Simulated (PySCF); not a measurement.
Isomers of C7H9BO2, mass 136.070 u with the commonest isotopes. Level of theory: PBE0-D3(BJ)/def2-SVP geometry optimisation, gas phase (PySCF). One conformer each, none proved a minimum here; rigid rotors.

Question: Order these by dipole moment, largest first.
A. `[CH3:1][c:2]1[cH:3][cH:4][c:5]([B:6]([OH:7])[OH:8])[cH:9][cH:10]1` with C5–B6–O7–H 180°, C5–B6–O8–H -1°
B. `[CH2:1]=[CH:2][C:3](=[CH2:4])[C:5]1=[CH:6][CH:7]=[O+:8][BH2-:9][O:10]1` with C1–C2–C3–C4 160°, C2–C3–C5–C6 -31°, C5–C6–C7–O8 13°, C7–O8–B9–O10 -39°, O8–B9–O10–C5 39°, C3–C5–O10–B9 165°
C. `[OH:1][B:2]([OH:3])[C:4]1=[CH:5][CH:6]=[CH:7][C:8]12[CH2:9][CH2:10]2` with H–O1–B2–O3 -179°, O1–B2–O3–H 0°
D. `[CH3:1][c:2]1[cH:3][cH:4][cH:5][c:6]([B:7]([OH:8])[OH:9])[cH:10]1` with C6–B7–O8–H 2°, C6–B7–O9–H -179°
E. `CB(C)C1=COC(=O)C=C1`

Answer: B (4.93 D), E (3.99 D), D (1.59 D), A (1.36 D), C (0.25 D).

Question: Order these by radius of gyration √(Σ m r²/M), smallest first.
A. `CB(C)C1=COC(=O)C=C1`
B. `[CH2:1]=[CH:2][C:3](=[CH2:4])[C:5]1=[CH:6][CH:7]=[O+:8][BH2-:9][O:10]1` with C1–C2–C3–C4 160°, C2–C3–C5–C6 -31°, C5–C6–C7–O8 13°, C7–O8–B9–O10 -39°, O8–B9–O10–C5 39°, C3–C5–O10–B9 165°
C. `[OH:1][B:2]([OH:3])[C:4]1=[CH:5][CH:6]=[CH:7][C:8]12[CH2:9][CH2:10]2` with H–O1–B2–O3 -179°, O1–B2–O3–H 0°
D. `[CH3:1][c:2]1[cH:3][cH:4][c:5]([B:6]([OH:7])[OH:8])[cH:9][cH:10]1` with C5–B6–O7–H 180°, C5–B6–O8–H -1°
E. `[CH3:1][c:2]1[cH:3][cH:4][cH:5][c:6]([B:7]([OH:8])[OH:9])[cH:10]1` with C6–B7–O8–H 2°, C6–B7–O9–H -179°

Answer: C (2.159 Å), B (2.239 Å), E (2.386 Å), A (2.423 Å), D (2.462 Å).

Question: Order these by rotational constant C, smallest first.
A. `[OH:1][B:2]([OH:3])[C:4]1=[CH:5][CH:6]=[CH:7][C:8]12[CH2:9][CH2:10]2` with H–O1–B2–O3 -179°, O1–B2–O3–H 0°
B. `[CH3:1][c:2]1[cH:3][cH:4][cH:5][c:6]([B:7]([OH:8])[OH:9])[cH:10]1` with C6–B7–O8–H 2°, C6–B7–O9–H -179°
C. `[CH2:1]=[CH:2][C:3](=[CH2:4])[C:5]1=[CH:6][CH:7]=[O+:8][BH2-:9][O:10]1` with C1–C2–C3–C4 160°, C2–C3–C5–C6 -31°, C5–C6–C7–O8 13°, C7–O8–B9–O10 -39°, O8–B9–O10–C5 39°, C3–C5–O10–B9 165°
D. `[CH3:1][c:2]1[cH:3][cH:4][c:5]([B:6]([OH:7])[OH:8])[cH:9][cH:10]1` with C5–B6–O7–H 180°, C5–B6–O8–H -1°
E. `CB(C)c1ccc(=O)oc1`

Answer: D (614.0 MHz), E (635.0 MHz), B (654.4 MHz), C (760.5 MHz), A (822.1 MHz).

```json
{"SMILES": "C=CC(=C)C1=CC=[O+][BH2-]O1", "point group": "C1", "Ia (u·Å²)": "201.57", "Ib (u·Å²)": "498.03", "Ic (u·Å²)": "664.53", "κ": "-0.71", "μa (D)": "4.09", "μb (D)": "2.61", "μc (D)": "0.86"}
{"SMILES": "Cc1ccc(B(O)O)cc1", "point group": "near Cs", "Ia (u·Å²)": "139.31", "Ib (u·Å²)": "687.02", "Ic (u·Å²)": "823.08", "κ": "-0.92", "μa (D)": "0.77", "μb (D)": "1.12", "μc (D)": "0.06"}
{"SMILES": "Cc1cccc(B(O)O)c1", "point group": "C1", "Ia (u·Å²)": "200.59", "Ib (u·Å²)": "576.12", "Ic (u·Å²)": "772.27", "κ": "-0.76", "μa (D)": "0.88", "μb (D)": "1.31", "μc (D)": "0.15"}
{"SMILES": "OB(O)C1=CC=CC12CC2", "point group": "near Cs", "Ia (u·Å²)": "251.03", "Ib (u·Å²)": "402.58", "Ic (u·Å²)": "614.74", "κ": "-0.27", "μa (D)": "0.02", "μb (D)": "0.24", "μc (D)": "0.06"}
{"SMILES": "CB(C)c1ccc(=O)oc1", "point group": "Cs", "Ia (u·Å²)": "155.63", "Ib (u·Å²)": "646.43", "Ic (u·Å²)": "795.83", "κ": "-0.89", "μa (D)": "3.91", "μb (D)": "0.78", "μc (D)": "0.01"}
```
